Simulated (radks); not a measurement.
The numbers below are computed, except where a source is named.
Q: The mean radii <r> (bohr) of the occupied orbitals of an atom or ion are listed with their occupations. Level of theory: scalar-relativistic Kohn-Sham, r2SCAN, spin-unpolarised, spherical densities, finite nucleus; meta-GGA in the generalised Kohn-Sham scheme; Fermi nuclear charge, rms radius of each element as measured or else 0.836 A^(1/3) + 0.57 fm (a radial shooting solver on a logarithmic mesh with Libxc functionals).

| orbital | occ. | <r> |
|---|---|---|
| 1s | 2 | 0.02318 |
| 2s | 2 | 0.09893 |
| 2p | 6 | 0.08711 |
| 3s | 2 | 0.2601 |
| 3p | 6 | 0.2585 |
| 3d | 10 | 0.2362 |
| 4s | 2 | 0.5933 |
| 4p | 6 | 0.6279 |
| 4d | 10 | 0.6889 |
| 5s | 2 | 1.446 |
| 5p | 6 | 1.676 |
| 4f | 5 | 1.032 |

Name the element and its charge.

A: Z = 61, promethium, charge +2: Pm2+ in [Xe] 4f5. The 1s radius gives Z: for a bare nucleus <r> = (2 gamma + 1)/(2Z) with gamma = sqrt(1 - (Z/c)^2), 0.02288 bohr for Z = 61, and screening makes it slightly larger (0.02318 here). The occupations add up to 59, and the charge is Z minus that.
